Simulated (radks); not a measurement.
Values are calculated unless marked as measured or tabulated.
All-electron atom: Ta- in [Xe] 4f14 5d4 6s2.

Level of theory: scalar-relativistic Kohn-Sham, LDA (Slater exchange, Perdew-Wang correlation), spin-polarised, spherical densities, finite nucleus; open shells are filled with parallel spins first (spin-orbit coupling, left out, can overturn this in heavy ions); Fermi nuclear charge, rms radius 5.3507 fm; hard spherical wall at 5 bohr (a radial shooting solver on a logarithmic mesh with Libxc functionals).

Energy parts (eV):
part                       energy
total                  -424301.48
kinetic                 465959.49
electron-nucleus      -1049096.28
Hartree                 167175.33
exchange-correlation     -8340.01

Orbitals (lengths in bohr, moments of r in powers of bohr; r(max) is where P^2 peaks):
\begin{tabular}{lrrrrr}
orbital & occ. & eigenvalue (eV) & r(max) & <r> & <1/r> \\ \hline
1s down & 1 & -67274.37 & 0.01169 & 0.01868 & 85.33 \\
1s up & 1 & -67274.37 & 0.01169 & 0.01868 & 85.33 \\
2s up & 1 & -11548.04 & 0.06691 & 0.07901 & 19.94 \\
2s down & 1 & -11547.93 & 0.06691 & 0.07901 & 19.94 \\
2p up & 3 & -10125.05 & 0.05478 & 0.07059 & 18.15 \\
2p down & 3 & -10124.96 & 0.05478 & 0.07059 & 18.15 \\
3s up & 1 & -2633.491 & 0.1888 & 0.2050 & 7.380 \\
3s down & 1 & -2633.454 & 0.1888 & 0.2050 & 7.380 \\
3p up & 3 & -2210.061 & 0.1866 & 0.2050 & 6.832 \\
3p down & 3 & -2210.020 & 0.1866 & 0.2050 & 6.832 \\
3d up & 5 & -1714.216 & 0.1519 & 0.1857 & 6.462 \\
3d down & 5 & -1714.144 & 0.1519 & 0.1857 & 6.462 \\
4s up & 1 & -524.3914 & 0.4290 & 0.4591 & 3.135 \\
4s down & 1 & -524.2968 & 0.4290 & 0.4591 & 3.135 \\
4p up & 3 & -385.3574 & 0.4496 & 0.4880 & 2.852 \\
4p down & 3 & -385.2614 & 0.4497 & 0.4879 & 2.852 \\
4d up & 5 & -207.1534 & 0.4614 & 0.5234 & 2.532 \\
4d down & 5 & -207.0298 & 0.4614 & 0.5232 & 2.533 \\
5s up & 1 & -58.9450 & 0.9896 & 1.106 & 1.207 \\
5s down & 1 & -57.7851 & 0.9866 & 1.100 & 1.215 \\
5p up & 3 & -25.8229 & 1.129 & 1.315 & 0.9995 \\
5p down & 3 & -24.2694 & 1.123 & 1.305 & 1.009 \\
4f up & 7 & -10.1988 & 0.4405 & 0.6442 & 1.996 \\
4f down & 7 & -9.8910 & 0.4403 & 0.6390 & 2.005 \\
6s up & 1 & 5.9763 & 2.735 & 2.803 & 0.4362 \\
6s down & 1 & 7.5924 & 2.788 & 2.839 & 0.4276 \\
5d up & 4 & 8.3492 & 1.679 & 2.167 & 0.5868 \\
5d down & 0 & 10.2694 & 1.665 & 2.196 & 0.5818 \\
6p up & 0 & 12.5208 & 3.155 & 3.037 & 0.4080 \\
6p down & 0 & 13.8560 & 3.195 & 3.069 & 0.4004 \\
5f up & 0 & 24.6461 & 3.347 & 3.189 & 0.3531 \\
5f down & 0 & 25.9796 & 3.395 & 3.227 & 0.3456 \\
7s up & 0 & 31.7254 & 3.935 & 3.001 & 0.4735 \\
7s down & 0 & 33.0533 & 3.950 & 2.986 & 0.4757 \\
\end{tabular}

The highest occupied level is 5d up at 8.349 eV. Spin moment in Bohr magnetons: 4. The density falls to 0.001 e/bohr^3 at r = 4.41 bohr. The electron density at the nucleus is 1.389e+06 e/bohr^3 (large components only). The pressure on the wall is 33.0 GPa. Summed over all electrons, <r^2> = 66.85 bohr^2, which gives a Langevin (diamagnetic) susceptibility term of -52.9 x 10^-6 cm^3/mol. The spin density at the nucleus is -5.52 e/bohr^3 (1s -0.10, 2s -0.59, 3s 0.09, 4s 0.36, 5s -11.34, 6s 6.06).
